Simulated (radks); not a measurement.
Question: Species: F+. Configuration: [He] 2s2 2p4. Method: scalar-relativistic Kohn-Sham, PBE, spin-polarised, spherical densities, finite nucleus; open shells are filled with parallel spins first; Fermi nuclear charge, rms radius 2.8976 fm; computed with a radial shooting solver on a logarithmic mesh with Libxc functionals. Some entries of the table are withheld. Estimate them.

orbital  occ.  eigenvalue (eV)  <r> (bohr)  r(max) (bohr)
1s up       1        -684.4313      0.1765         0.1144
1s down     1        -682.8184      0.1761         0.1143
2s up       1         -48.9697      0.9539         0.7490
2s down     1         -45.0210      0.9738         0.7568
2p up       3              (1)      0.9669         0.6756
2p down     1              (2)       1.011         0.6906

Answer: 
(1) 2p up eigenvalue (eV): -29.9065
(2) 2p down eigenvalue (eV): -25.9647
